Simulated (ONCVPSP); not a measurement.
## PBE ONCV dataset for Mg (Z = 12), scalar-relativistic all-electron reference.

Input for ONCVPSP 4.0.1:

```
# ATOM AND REFERENCE CONFIGURATION
# atsym  z   nc   nv     iexc    psfile
  Mg 12.00    3    1        4      upf
#
#   n    l    f
    1    0    2.00
    2    0    2.00
    2    1    6.00
    3    0    1.50
#
# PSEUDOPOTENTIAL AND OPTIMIZATION
# lmax
    2
#
#   l,   rc,      ep,       ncon, nbas, qcut
    0    2.60    0.00    4    9    3.00
    1    2.45    0.37    4    9    3.80
    2    2.35    0.14    4    7    4.50
#
# LOCAL POTENTIAL
# lloc, lpopt,  rc(5),   dvloc0
    4    5    1.70    4.00
#
# VANDERBILT-KLEINMAN-BYLANDER PROJECTORs
# l, nproj, debl
    0    2    3.70
    1    2    1.70
    2    2    1.30
#
# MODEL CORE CHARGE
# icmod, fcfact, rcfact
    2    0.40    0.75
#
# LOG DERIVATIVE ANALYSIS
# epsh1, epsh2, depsh
   -2.00    5.00    0.02
#
# OUTPUT GRID
# rlmax, drl
    6.00    0.01
#
# TEST CONFIGURATIONS
# ncnf
    4
# nvcnf
#   n    l    f
    1
    3    0    2.00
#
    1
    3    0    1.00
#
    2
    3    0    1.00
    3    1    1.00
#
    2
    3    0    0.00
    3    1    2.00
#
```

Command:

```bash
oncvpsp.x < Mg.dat > Mg.out
```

Resulting log (shortened: citation, most of the input echo, consistency checks and plot data are left out):

```
ONCVPSP  (Optimized Norm-Conservinng Vanderbilt PSeudopotential)
scalar-relativistic version 4.0.1

#   n    l    f        energy (Ha)
    1    0    2.00    -4.6450057E+01
    2    0    2.00    -3.0908771E+00
    2    1    6.00    -1.8695332E+00
    3    0    1.50    -2.9104377E-01

Reference configufation results
  iterations    24
  all-electron total energy (Ha)   -2.00164272D+02

Begin loop to  construct optimized pseudo wave functions
and semi-local pseudopoentials for all angular momenta

   Wellstate for l =  0  n =  6
     eigenvalue =   3.4090
     asymptotic potential =   3.9090
     half-point radius =  4.2237

Calculating optimized projector #   1

 for l=   0

    Fraction of norm inside rc  0.427629
    Optimizing pswf for qcut=   3.01 a_B^-1,  ecut=   4.52 Ha
    Residual kinetic energy error=  9.17D-05 Ha

    Energy error per electron        Cutoff
         Ha          eV             Ha
         0.01000     0.27211        1.75
         0.00100     0.02721        3.29
         0.00010     0.00272        4.48
         0.00001     0.00027       25.97

Calculating optimized projector #   2

 for l=   0

    Fraction of norm inside rc  0.184975
    Optimizing pswf for qcut=   3.01 a_B^-1,  ecut=   4.52 Ha
    Residual kinetic energy error=  1.52D-01 Ha

    Energy error per electron        Cutoff
         Ha          eV             Ha
         0.01000     0.27211       20.33
         0.00100     0.02721       43.96
         0.00010     0.00272       49.85
         0.00001     0.00027       72.55

WARNING wellstate: moderately localized bound state found for n= 3 l=  1
WARNING scattering state with energy  0.05000000
WARNING will be used for the first projector

   Wellstate for l =  1  n =  4
     eigenvalue =   0.0500
     asymptotic potential =   0.5500
     half-point radius = 13.6861

   Wellstate for l =  1  n =  5
     eigenvalue =   1.7500
     asymptotic potential =   2.2500
     half-point radius =  4.4968

Calculating optimized projector #   1

 for l=   1

    Fraction of norm inside rc  0.100614
    Optimizing pswf for qcut=   3.81 a_B^-1,  ecut=   7.25 Ha
    Residual kinetic energy error=  2.02D-07 Ha

    Energy error per electron        Cutoff
         Ha          eV             Ha
         0.01000     0.27211        0.84
         0.00100     0.02721        1.44
         0.00010     0.00272        3.37
         0.00001     0.00027        5.10

Calculating optimized projector #   2

 for l=   1

    Fraction of norm inside rc  0.170948
    Optimizing pswf for qcut=   3.81 a_B^-1,  ecut=   7.25 Ha
    Residual kinetic energy error=  6.94D-05 Ha

    Energy error per electron        Cutoff
         Ha          eV             Ha
         0.01000     0.27211        4.22
         0.00100     0.02721        5.86
         0.00010     0.00272        7.56
         0.00001     0.00027       51.80

   Wellstate for l =  2  n =  3
     eigenvalue =   0.1400
     asymptotic potential =   0.6400
     half-point radius =  5.2599

   Wellstate for l =  2  n =  5
     eigenvalue =   1.4400
     asymptotic potential =   1.9400
     half-point radius =  5.2813

Calculating optimized projector #   1

 for l=   2

    Fraction of norm inside rc  0.161280
    Optimizing pswf for qcut=   4.51 a_B^-1,  ecut=  10.15 Ha
    Residual kinetic energy error=  3.66D-05 Ha

    Energy error per electron        Cutoff
         Ha          eV             Ha
         0.01000     0.27211        2.86
         0.00100     0.02721        6.29
         0.00010     0.00272        9.00
         0.00001     0.00027       18.43

Calculating optimized projector #   2

 for l=   2

    Fraction of norm inside rc  0.201425
    Optimizing pswf for qcut=   4.51 a_B^-1,  ecut=  10.15 Ha
    Residual kinetic energy error=  1.60D-03 Ha

    Energy error per electron        Cutoff
         Ha          eV             Ha
         0.01000     0.27211        7.59
         0.00100     0.02721       10.89
         0.00010     0.00272       24.14
         0.00001     0.00027       38.64

Construct Vanderbilt / Kleinmman-Bylander projectors

B matrix Hermiticity error, ll=   0
   1   2    3.5906E-05

  Orthonormal projector coefficients  1.2301E+01  1.0810E+00

B matrix Hermiticity error, ll=   1
   1   2    2.6506E-05

  Orthonormal projector coefficients -3.6022E+00  2.2392E-01

B matrix Hermiticity error, ll=   2
   1   2   -1.7285E-05

  Orthonormal projector coefficients -3.4601E+00 -4.1356E-01

Model core correction analysis
  based on d2Exc/dn_idn_j

d2excae - all-electron derivatives

   -4.658684D-02

d2excps - pseudofunction derivatives with no core correction

   -5.230177D-02

rms 2nd derivative error    5.714930E-03

amplitude prefactor, scale prefactor
   17.2950    1.0909

d2excps - pseudofunction derivatives with core correction

   -5.027984D-02

rms 2nd derivative error    3.693002E-03

Pseudoatom total energy   -0.725360

Diagnostic tests using Vanderbilt-Kleinman-Bylander pseudopotentials
  1 or more projectors used as specified by nproj input data

   l    rcore       rmatch      e in        delta e   norm test  slope test

   0   2.6041210   2.6831878  -0.2910438  -0.0000005   1.0000022   1.0000127
   0   2.6041210   2.6831878   3.4089562   0.0000152   1.0000873   1.0000873

   1   2.4529086   2.5273842   0.0500000   0.0000010   1.0000084   1.0000084
   1   2.4529086   2.5273842   1.7500000   0.0000076   1.0000963   1.0000963

   2   2.3523151   2.4237365   0.1400000   0.0000026   1.0000162   1.0000162
   2   2.3523151   2.4237365   1.4400000  -0.0000001   1.0000813   1.0000813

 Testing for bound ghosts
   n   l    E NL Schr. Eq   E Basis Diag.   E Cutoff

   1   0       -0.291044       -0.289528     51.20

   2   1       -0.148614       -0.135167     65.43

   3   2       -0.029470        0.054648     46.18

 Testing for highly-localized positive-energy ghosts
       l    <radius>/rc     E Basis Diag.   E Cutoff

       0        0.792231       12.320141     51.20  WARNING - GHOST(+)

       0        0.872562       21.266316     51.20  WARNING - GHOST(+)

Test configuration 0

   n   l     f        eae           eps        diff
   1   0  2.0000  -46.45005748
   2   0  2.0000   -3.09087706
   2   1  6.0000   -1.86953323
   3   0  1.5000   -0.29104377   -0.29104425   -4.74D-07

    Total energies and differences
      AE_ref= -2.00164272D+02  AE_tst= -2.00164272D+02  dif=  0.00D+00
      PS_ref= -7.25360459D-01  PS_tst= -7.25360459D-01  dif= -9.99D-16
      PSP excitation error=  9.99D-16

Test configuration 1

   n   l     f        eae           eps        diff
   1   0  2.0000  -46.29130288
   2   0  2.0000   -2.93426666
   2   1  6.0000   -1.71302518
   3   0  2.0000   -0.17292380   -0.17315677   -2.33D-04

    Total energies and differences
      AE_ref= -2.00164272D+02  AE_tst= -2.00279817D+02  dif= -1.16D-01
      PS_ref= -7.25360459D-01  PS_tst= -8.40984552D-01  dif= -1.16D-01
      PSP excitation error=  7.97D-05

Test configuration 2

   n   l     f        eae           eps        diff
   1   0  2.0000  -46.63013699
   2   0  2.0000   -3.26756754
   2   1  6.0000   -2.04605563
   3   0  1.0000   -0.41813532   -0.41715886    9.76D-04

    Total energies and differences
      AE_ref= -2.00164272D+02  AE_tst= -1.99987287D+02  dif=  1.77D-01
      PS_ref= -7.25360459D-01  PS_tst= -5.48569487D-01  dif=  1.77D-01
      PSP excitation error=  1.94D-04

Test configuration 3

   n   l     f        eae           eps        diff
   1   0  2.0000  -46.36912626
   2   0  2.0000   -3.01051320
   2   1  6.0000   -1.78881336
   3   0  1.0000   -0.20841368   -0.20835201    6.17D-05
   3   1  1.0000   -0.07609841   -0.07612986   -3.14D-05

    Total energies and differences
      AE_ref= -2.00164272D+02  AE_tst= -2.00151513D+02  dif=  1.28D-02
      PS_ref= -7.25360459D-01  PS_tst= -7.12678048D-01  dif=  1.27D-02
      PSP excitation error=  7.70D-05

Test configuration 4

   n   l     f        eae           eps        diff
   1   0  2.0000  -46.43869916
   2   0  2.0000   -3.07869091
   2   1  6.0000   -1.85644704
   3   1  2.0000   -0.09782219   -0.09767893    1.43D-04

    Total energies and differences
      AE_ref= -2.00164272D+02  AE_tst= -2.00015846D+02  dif=  1.48D-01
      PS_ref= -7.25360459D-01  PS_tst= -5.77261744D-01  dif=  1.48D-01
      PSP excitation error=  3.28D-04
```

The run took about 3.5 s on one core of a shared server CPU.
